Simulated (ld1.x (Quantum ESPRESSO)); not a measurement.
**Logarithmic derivatives: boron (B), TM**

| Quantity | Value |
| --- | --- |
| Element | boron (B) |
| Generator | ld1.x (Quantum ESPRESSO) 7.5 |
| Type | norm-conserving Troullier–Martins (Kleinman–Bylander form) |
| Functional | PBEsol |
| Relativity | non-relativistic |
| Frozen core | [He] |
| Valence charge | 3 |
| Reference configuration | 2s1 2p2 |
| Partial waves | 2s (bound): rc 1.35 bohr; 2p (bound): rc 3.10 bohr |
| Local potential | the p channel |
| Core correction | a·sin(br)/r model core inside 0.80 bohr |

The phase is arctan(r·u′/u) with u = r·R(r), unwrapped; energies in Ry, scanned from -3 to 5 Ry. A pole is an energy at which the radial function vanishes at the test radius. The pseudo phase is shifted by a multiple of π to meet the all-electron one at the reference energy, and phase errors are pseudo minus all-electron; the curves can meet again beyond the range given. Levels narrower than the energy grid can be missing from the lists of poles.

| channel | radius (bohr) | reference energy (Ry) | poles, all-electron | poles, pseudo | unbroken range about the reference energy with phases within 0.05 rad | phase error 1 Ry above the reference energy (rad) |
| --- | --- | --- | --- | --- | --- | --- |
| s | 3.35 | -0.72 | -0.54, 2.79 | -0.53, 2.67 | below 0.4 | +0.033 |
| p | 3.35 | -0.30 | -0.05, 2.74 | -0.04, 3.35 | below 0.5 | +0.110 |

Phases in the p channel:

```
E (Ry)  all-electron  pseudo
 -3.00         1.392   1.393
 -2.76         1.384   1.385
 -2.52         1.374   1.375
 -2.28         1.363   1.364
 -2.04         1.349   1.350
 -1.80         1.331   1.334
 -1.56         1.309   1.312
 -1.32         1.278   1.282
 -1.08         1.232   1.237
 -0.84         1.147   1.155
 -0.60         0.925   0.937
 -0.36        -0.418  -0.413
 -0.12        -1.489  -1.482
  0.12        -1.702  -1.685
  0.36        -1.831  -1.796
  0.60        -1.978  -1.903
  0.84        -2.243  -2.054
  1.08        -2.905  -2.339
  1.32        -3.862  -2.983
  1.56        -4.293  -3.816
  1.80        -4.473  -4.232
  2.04        -4.570  -4.419
  2.28        -4.632  -4.522
  2.52        -4.678  -4.587
  2.76        -4.715  -4.634
  3.00        -4.748  -4.670
  3.24        -4.781  -4.700
  3.48        -4.816  -4.727
  3.72        -4.858  -4.753
  3.96        -4.913  -4.779
  4.20        -4.998  -4.808
  4.44        -5.157  -4.841
  4.68        -5.561  -4.884
  4.92        -6.599  -4.946
```
